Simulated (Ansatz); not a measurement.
| atom | x (Å) | y (Å) | z (Å) |
| --- | --- | --- | --- |
| Si | -0.0003 | -0.0003 | 0.0009 |
| F | 0.9161 | 0.9152 | 0.9166 |
| F | 0.9165 | -0.9151 | -0.9159 |
| F | -0.9155 | 0.9158 | -0.9149 |
| F | -0.9160 | -0.9154 | 0.9149 |

Basis set: cc-pVDZ (spherical functions). Frozen core: 9 orbitals. Charge 0, multiplicity 1.

Computed with Ansatz (development build ahead of 0.2.0); each method stands on the lowest determinant of its kind that the runs found. Restricted open shells among the atoms or ions are ROHF, correlated in semicanonical orbitals with singles.

The atomization energy at this shape (free ground-state atoms in the same class of orbitals less the molecule, no zero-point energy) of singlet SiF4:

```json
{"method": "RHF", "atomization energy": "16.42 eV"}
```

What does RHF-MP2 give?

22.21 eV.
